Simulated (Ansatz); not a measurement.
`C[SiH](F)C=N` + `CC(O)F` → `CC(F)OC=N` + `C[SiH2]F`  (substitution at a C–Si bond)

Computed with Ansatz on PBE0-D4/def2-TZVP structures; ΔE is electronic, products minus reactants. CCSD(T)/CBS adds triple-zeta CCSD(T) − MP2 to the extrapolated MP2 energy (def2 sets, frozen cores). Functionals use def2-TZVPP. Each species was taken in one conformer, which may not be the lowest.

`C[SiH](F)C=N`:

Z-matrix (Å, degrees):
```
C
Si 1 1.853
H 1 1.092 2 111.0
H 1 1.094 2 110.2 3 -119.8
H 1 1.092 2 110.9 3 120.8
F 2 1.606 1 109.7 3 -59.0
C 2 1.884 1 112.4 3 57.2
H 2 1.486 1 111.5 3 -178.1
N 7 1.270 2 124.6 1 -118.2
H 7 1.098 2 119.5 1 61.2
H 9 1.024 7 110.9 2 -0.7
```

`CC(O)F`:

Cartesian coordinates in Å:
```
C 0.320 -0.679 -0.700
C -0.353 0.289 0.226
O 0.513 0.620 1.244
F -0.692 1.437 -0.483
H 1.251 -0.242 -1.065
H 0.547 -1.605 -0.169
H -0.331 -0.901 -1.545
H -1.305 -0.096 0.614
H 0.051 1.177 1.877
```

`CC(F)OC=N`:

Z-matrix (Å, degrees):
```
C
C 1 1.499
H 1 1.091 2 109.9
H 1 1.091 2 110.0 3 120.2
H 1 1.090 2 109.5 3 -120.0
F 2 1.373 1 109.6 3 61.3
O 2 1.404 1 108.3 3 -56.4
H 2 1.092 1 114.2 3 -178.8
C 7 1.346 2 117.4 1 -158.3
N 9 1.255 7 123.8 2 2.2
H 9 1.092 7 108.9 2 -178.3
H 10 1.014 9 110.7 7 179.0
```

`C[SiH2]F`:

```xyz
8

C     0.345    0.580    0.717
Si   -0.309   -0.478   -0.657
F    -0.324   -2.012   -0.187
H     1.362    0.287    0.987
H     0.364    1.628    0.407
H    -0.284    0.500    1.607
H    -1.704   -0.111   -1.011
H     0.551   -0.395   -1.864
```

```csv
level,ΔE (kJ/mol)
PBE-D4,-0.3
HF/def2-TZVPP,-8.8
```

Task: What does CCSD(T)/CBS give? (Estimate.)

Result: Ansatz gave: +5.3 kJ/mol. The listed levels differ from it by -5.6, -14.1 kJ/mol.

Largest T1 diagnostic among the species: 0.013.

In def2-TZVPP, CCSD(T) changes the Hartree–Fock value by +10.8 kJ/mol (the triples alone add −0.3 kJ/mol) and MP2 by +9.0 kJ/mol.
